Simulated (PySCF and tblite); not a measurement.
The numbers below are computed, except where a source is named.
C₇H₁₀N₂, numbered as in [CH3:1][C@H:2]([C:3]#[N:4])[CH2:5][C@H:6]([CH3:7])[C:8]#[N:9].

Geometries GFN2-xTB; weights from PBE0-D3(BJ)/pcSseg-1 energies and GFN2-xTB thermal corrections, with symmetry numbers and mirror pairs. Conformers within 2.5 kcal/mol (GFN2-xTB free energy) were kept, 7 at most. Codes: tblite and PySCF.

Rotational constants are equilibrium values for the commonest isotopes; dipoles come from the energy level named.

Torsions listed: C1–C2–C5–C6, C2–C5–C6–C7.

```tsv
conformer	shape	symmetry	weight %
1	-175°, -175°	C2	96.7
2	-72°, -163°	C1	2.4
3	-63°, -63°	C2	1.0
```

Sets of constants, in random order:

| set | A (MHz) | B (MHz) | C (MHz) | abs μa (D) | abs μb (D) | abs μc (D) |
| --- | --- | --- | --- | --- | --- | --- |
| P | 2233 | 1005 | 974 | 0.00 | 0.01 | 4.37 |
| Q | 2895 | 958 | 760 | 1.87 | 2.09 | 2.05 |
| R | 3016 | 825 | 755 | 0.00 | 4.87 | 0.00 |

Question: Match each set to its conformer.

Answer: P is conformer 1, Q is conformer 2, R is conformer 3.
